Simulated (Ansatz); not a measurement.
A nudged elastic band was laid between two geometries of BH3O3 (7 atoms, charge 0, multiplicity 1).

Theory: RKS r2SCAN-D4/def2-SVP in Ansatz 0.2.0.

| Quantity | Value |
| --- | --- |
| movable images | 5 |
| climbing image | yes |
| spring | 5.0 eV/Å² |
| optimiser | quadratic models (default) |
| start path | IDPP |
| force threshold | 0.05 eV/Å |
| iteration limit | 60 |
| end points | relaxed |

Image 0:

```xyz
7
Properties=species:S:1:pos:R:3
O -1.112 0.804 0.321
B -0.013 -0.007 0.234
O 0.501 -0.470 1.407
O 0.601 -0.382 -0.941
H -1.450 1.114 -0.524
H 1.270 -1.030 1.246
H 0.202 -0.029 -1.742
```

Image 6:

```xyz
7
Properties=species:S:1:pos:R:3
O -1.181 0.837 0.596
B -0.127 0.082 0.178
O 0.612 -0.534 1.151
O 0.117 -0.006 -1.175
H -1.640 1.230 -0.155
H 1.348 -1.059 0.824
H 0.872 -0.550 -1.420
```

Q: Which bonds break or form, and what moves?

A: No bond is made or broken. The dihedral O3–B2–O4–H7 changes from -180 to 0° by way of a nearly straight angle B2–O4–H7 (up to 180°), not by a turn about the bond. The two ends are copies of one structure, up to a mirror image or an exchange of like atoms.

Q: What energy profile does the band end with?

A: The forces met the threshold. The highest image is number 3 of 0 to 6, 53.5 kJ/mol above the ends, which have the same energy within 2 meV. A vibrational analysis at the climbing image gives 2 clearly imaginary modes (830i, 620i cm⁻¹): a point of higher order, so a lower path passes nearby.

```csv
image,path coordinate (Å),energy (kJ/mol),angle B2–O4–H7 (°)
0,0.00,0.0,115
1,0.27,7.2,127
2,0.55,32.4,149
3,0.82,53.5,180
4,1.09,32.4,149
5,1.37,7.2,127
6,1.64,0.0,115
```

Q: What is the geometry of the highest image?

A: 
```xyz
7
Properties=species:S:1:pos:R:3:forces:R:3
O -1.148 0.810 0.608 0.01 0.01 0.00
B -0.072 0.039 0.261 -0.03 -0.03 0.01
O 0.609 -0.543 1.295 0.01 0.01 0.00
O 0.291 -0.145 -1.028 0.01 0.01 0.00
H -1.571 1.178 -0.174 0.00 0.00 0.00
H 1.346 -1.068 0.966 0.00 0.00 0.00
H 0.544 -0.272 -1.929 0.00 0.00 0.00
```

The run took 47 s on 1 thread of Intel(R) Xeon(R) Platinum 8488C (Sapphire Rapids), with other jobs on the host, peak memory 0.14 GiB.
